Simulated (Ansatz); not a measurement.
Consider the silylene formation by 1,1-elimination: `[F][GeH2][SiH2]Cl` → `[F][GeH3]` + `[SiH]Cl`.

Computed with Ansatz on PBE0-D4/def2-TZVP structures; ΔE is electronic, products minus reactants. CBS: MP2 limit from def2 TZ/QZ plus the TZ coupled-cluster correction, frozen cores. This one scheme is used for every species. For Ge outer-core shells are correlated without core-valence functions, which leaves a few kJ/mol of doubt a bond. Scalar relativity is left out up to krypton. Each species was taken in one conformer, which may not be the lowest.

```csv
species,HF/def2-SVP energy (Eh)
`[F][GeH2][SiH2]Cl`,-2925.06352
`[F][GeH3]`,-2176.22872
`[SiH]Cl`,-748.76704
```

(1) Work out ΔE.

Largest T1 diagnostic among the species: 0.013.

Results:

(1) ΔE = (-2176.22872) + (-748.76704) − (-2925.06352) = 0.06776 Eh = +177.9 kJ/mol. CCSD(T)/CBS gives +201.9 kJ/mol.

From PBE to PBE0 (25 % exact exchange), in def2-TZVPP and without D4, ΔE moves by +10.4 kJ/mol. The D4 term adds +13.3 kJ/mol with B3LYP and +7.4 kJ/mol with PBE0; it sums over pairs of atoms, weighted by their polarisabilities, and B3LYP, whose exchange is more repulsive, gets the larger term. At CCSD(T), def2-SVP lies −21.6 kJ/mol from the extrapolated value and def2-TZVPP −7.5 kJ/mol.

B3LYP here is the variant with VWN-RPA as its local correlation; programs differ in this.
